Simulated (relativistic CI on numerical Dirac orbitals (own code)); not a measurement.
Slater and spin-orbit integrals, Er LIII

Computed by Dirac-Coulomb-Breit CI, KLI orbitals optimised for each configuration, QED by a radiative potential, unscaled Slater integrals (own radial code, finite nucleus).

Slater integrals F^k, G^k are unscaled and averaged over j, outside the closed core [Ne]; ζ comes from projecting the Hamiltonian with its Breit term on Σ l·s of the shell.

- 3s²3p⁴: F^2(3p,3p) = 483970, ζ(3p) = 1.2677e+06 cm⁻¹; <r>(3p) = 0.2024, <r^2>(3p) = 0.04744 (bohr units).
- 3s3p⁵: G^1(3s,3p) = 613230, ζ(3p) = 1.2675e+06 cm⁻¹; <r>(3s) = 0.2073, <r^2>(3s) = 0.04909, <r>(3p) = 0.2025, <r^2>(3p) = 0.04749 (bohr units).
- 3s²3p³3d: F^2(3p,3p) = 483640, ζ(3p) = 1.2667e+06, F^2(3p,3d) = 487960, G^1(3p,3d) = 506250, G^3(3p,3d) = 342230, ζ(3d) = 172830 cm⁻¹; <r>(3p) = 0.2026, <r^2>(3p) = 0.04751, <r>(3d) = 0.1792, <r^2>(3d) = 0.03705 (bohr units).

Averages of the first 10 configurations, taken without configuration mixing, which lowers the lowest level and can move excited configurations by several eV; other configurations of the list can lie among them:

```json
{"Configuration": "3s²3p⁴", "Parity": "even", "States": "15", "Average energy above the lowest level (eV)": "167.4"}
{"Configuration": "3s3p⁵", "Parity": "odd", "States": "12", "Average energy above the lowest level (eV)": "502.5"}
{"Configuration": "3s²3p³3d", "Parity": "odd", "States": "200", "Average energy above the lowest level (eV)": "496.1"}
{"Configuration": "3p⁶", "Parity": "even", "States": "1", "Average energy above the lowest level (eV)": "858.7"}
{"Configuration": "3s3p⁴3d", "Parity": "even", "States": "300", "Average energy above the lowest level (eV)": "822.2"}
{"Configuration": "3p⁵3d", "Parity": "odd", "States": "60", "Average energy above the lowest level (eV)": "1169.3"}
{"Configuration": "3s3p³3d²", "Parity": "odd", "States": "1800", "Average energy above the lowest level (eV)": "1150.0"}
{"Configuration": "3s²3p²3d4p", "Parity": "odd", "States": "900", "Average energy above the lowest level (eV)": "2781.9"}
{"Configuration": "3p⁵4s", "Parity": "odd", "States": "12", "Average energy above the lowest level (eV)": "3000.5"}
{"Configuration": "3s3p³3d4s", "Parity": "odd", "States": "800", "Average energy above the lowest level (eV)": "2968.9"}
```
